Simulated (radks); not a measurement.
Task: Species: Mg+. Configuration: [He] 2s(up 1, down 1) 2p6 3s1. Calculated with a radial shooting solver on a logarithmic mesh with Libxc functionals: non-relativistic Kohn-Sham, r2SCAN, spin-polarised, spherical densities, point nucleus; open shells are filled with parallel spins first; meta-GGA in the generalised Kohn-Sham scheme. Some entries of the table are withheld. Estimate them.

| orbital | occ. | eigenvalue (hartree) | r(max) (bohr) |
|---|---|---|---|
| 1s up | 1 | -46.87253 | 0.08541 |
| 1s down | 1 | -46.86941 | 0.08541 |
| 2s up | 1 | -3.36657 | 0.5470 |
| 2s down | 1 | -3.36345 | 0.5473 |
| 2p up | 3 | -2.09735 | 0.4803 |
| 2p down | 3 | -2.09251 | 0.4804 |
| 3s up | 1 | (1) | 2.378 |

Result: 
(1) 3s up eigenvalue (hartree): -0.44295
